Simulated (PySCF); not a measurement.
**Polarisability and C₆ of F⁺ (fluorine, charge +1)**

[He] 2s2 2p4, high-spin 3P determinant. Computed with PySCF 2.14 in aug-cc-pV5Z, with no relativity, point nucleus. Coupled (time-dependent) response in atomic units; α is the mean over directions.

| method | mean α (bohr³) | α xx, yy, zz | C₆ (like pair) | S(−4) |
| --- | --- | --- | --- | --- |
| UHF | 1.720 | 1.795, 1.571, 1.795 | 3.131 | 1.269 |
| PBE | 1.885 | 1.932, 1.792, 1.932 | 3.529 | 1.562 |
| PBE0 | 1.824 | 1.879, 1.714, 1.879 | 3.385 | 1.440 |
| BHandHLYP | 1.774 | 1.833, 1.655, 1.833 | 3.263 | 1.338 |

S(−4) is the Cauchy moment in α(ω) = α(0) + S(−4) ω² + …

α(iu) at BHandHLYP:

```csv
u (hartree),α(iu) (bohr³)
0,1.774
0.0500,1.770
0.100,1.761
0.200,1.723
0.300,1.665
0.500,1.513
0.750,1.305
1.00,1.113
1.50,0.8140
2.00,0.6102
3.00,0.3717
5.00,0.1757
```

A single London oscillator, α(iu) = α/(1 + u²/ω²), gives C₆ = (3/4) ω α². Matching the computed C₆ needs ω = 4 × 3.263 / (3 × 1.774²) = 1.38 hartree.

For an ion, C₆ is the dispersion term alone; charge-induced terms of lower order in 1/R come first.

The components differ because the open shell of this determinant is not spherical; for a pure term their mean is the scalar polarisability.
